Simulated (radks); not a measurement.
Values are calculated unless marked as measured or tabulated.
Removal energies from neutral bismuth, [Hg] 6p(1/2: 2, 3/2: 1), by Delta-SCF beside the eigenvalue of the level emptied. Code: a radial shooting solver on a logarithmic mesh with Libxc functionals. Model: Dirac Kohn-Sham, relativistic LDA (MacDonald-Vosko exchange, VWN5 correlation), spin-unpolarised, spherical densities, finite nucleus; Fermi nuclear charge, rms radius of each element as measured or else 0.836 A^(1/3) + 0.57 fm. Sub-shells are occupied by j as written (lower j first in brackets).

\begin{tabular}{lrrr}
removed from & final configuration & Delta-SCF (eV) & -eigenvalue (eV) \\ \hline
6p3/2 & [Hg] 6p(1/2: 2, 3/2: 0) & 7.145 & 3.901 \\
6p1/2 & [Hg] 6p(1/2: 1, 3/2: 1) & 9.433 & 5.778 \\
6s1/2 & [Xe] 4f14 5d10 6s1 6p(1/2: 2, 3/2: 1) & 18.348 & 14.048 \\
5d5/2 & [Xe] 4f14 5d(3/2: 4, 5/2: 5) 6s2 6p(1/2: 2, 3/2: 1) & 31.406 & 25.184 \\
\end{tabular}
